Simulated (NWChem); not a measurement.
Electron attachment to OTe

```xyz
2

O      0.0000     0.0000     1.6038
Te     0.0000     0.0000    -0.2467
```
Charge 0, spin multiplicity 3.

The numbers come from NWChem runs, not from measurements. Structure: optimised with UPBE0/def2-SVP with def2 effective core potentials on Te, a minimum by its harmonic frequencies.

Basis set: def2-TZVPD. −ε marks an orbital energy of the parent. The basis adds only a small set of diffuse functions.

Effective core potentials replace the inner electrons of Te; spin-orbit coupling is left out. B3LYP has NWChem's definition, with VWN1-RPA local correlation. The structure started from a generated list of species. The unpaired electrons of the parent sit in orbitals of symmetry b1 and b2 (C2v labels of the run); other states weren't searched. The stability of the SCF solutions was not checked. Open-shell Hartree-Fock references start from PBE0 orbitals.

Question: Order these methods by the vertical electron affinity they give, lowest first: −ε(beta LUMO) of PBE, −ε(beta LUMO) of B3LYP, −ε(beta LUMO) of r2SCAN, −ε(beta LUMO) of M06-2X, −ε(beta LUMO) of HF.

Answer: −ε(beta LUMO) of HF (0.18 eV), −ε(beta LUMO) of M06-2X (2.55 eV), −ε(beta LUMO) of B3LYP (3.98 eV), −ε(beta LUMO) of r2SCAN (4.26 eV), −ε(beta LUMO) of PBE (4.52 eV)
